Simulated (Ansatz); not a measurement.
Total energies of `OC(O)[NH][SbH2]`.

```xyz
11

O     1.086    1.171   -0.320
C    -0.107    0.564   -0.817
O     0.319   -0.252   -1.854
N    -0.809   -0.237    0.107
Sb    0.284   -1.707    1.028
H     0.843    1.822    0.345
H    -0.780    1.360   -1.179
H     1.092    0.169   -2.245
H    -1.427    0.297    0.700
H     0.629   -0.840    2.478
H    -1.129   -2.346    1.758
```

Charge 0, multiplicity 1. Correlated methods include outer-core shells of Sb, which these sets cover unevenly. Sb takes the def2 core potential. The structure was optimised at the PBE0-D4/def2-TZVP level. It is one conformer, not always the lowest. Basis def2-TZVPP, Ansatz 0.2.0.

RPA on PBE orbitals: Hartree–Fock energy of these orbitals -484.81340 Eh, correlation -1.84535 Eh (frozen core).

```json
{"functional": "LDA (SPW92)", "energy without D4 (Eh)": "-485.00258", "D4 term (kJ/mol)": "–"}
{"functional": "PBE", "energy without D4 (Eh)": "-486.98006", "D4 term (kJ/mol)": "-24.6"}
{"functional": "revPBE", "energy without D4 (Eh)": "-487.22667", "D4 term (kJ/mol)": "-77.3"}
{"functional": "r2SCAN", "energy without D4 (Eh)": "-487.22758", "D4 term (kJ/mol)": "-5.9"}
{"functional": "B97M-V", "energy without D4 (Eh)": "-487.20616", "D4 term (kJ/mol)": "–"}
{"functional": "r2SCANh", "energy without D4 (Eh)": "-487.19987", "D4 term (kJ/mol)": "-6.3"}
{"functional": "HSE06 (plane-wave form)", "energy without D4 (Eh)": "-486.98236", "D4 term (kJ/mol)": "-19.3"}
{"functional": "BHLYP", "energy without D4 (Eh)": "-487.05695", "D4 term (kJ/mol)": "-30.2"}
{"functional": "CAM-B3LYP", "energy without D4 (Eh)": "-487.15806", "D4 term (kJ/mol)": "-21.0"}
{"functional": "LC-ωPBE", "energy without D4 (Eh)": "-487.15053", "D4 term (kJ/mol)": "–"}
{"functional": "ωB97X-V", "energy without D4 (Eh)": "-487.16332", "D4 term (kJ/mol)": "–"}
{"functional": "ωB97M-V", "energy without D4 (Eh)": "-487.13569", "D4 term (kJ/mol)": "–"}
{"functional": "B2PLYP", "energy without D4 (Eh)": "-486.87382", "D4 term (kJ/mol)": "–"}
{"functional": "PBE-QIDH", "energy without D4 (Eh)": "-486.76317", "D4 term (kJ/mol)": "–"}
```

Q: Give the same for BLYP, PBE0, B3LYP, r2SCAN0. (An estimate is asked.)

A: Ansatz gave: 
| functional | energy without D4 (Eh) | D4 term (kJ/mol) |
| --- | --- | --- |
| BLYP | -487.14533 | -54.6 |
| PBE0 | -486.99598 | -20.7 |
| B3LYP | -487.34528 | -39.8 |
| r2SCAN0 | -487.15983 | -6.9 |

B3LYP takes the VWN-RPA correlation (the form of Gaussian; ORCA's B3LYP/G). HSE06 is the plane-wave form, built on full-range PBE exchange. The double hybrids freeze the cores in their second-order part.

LC-ωPBE has ω = 0.4 bohr⁻¹.
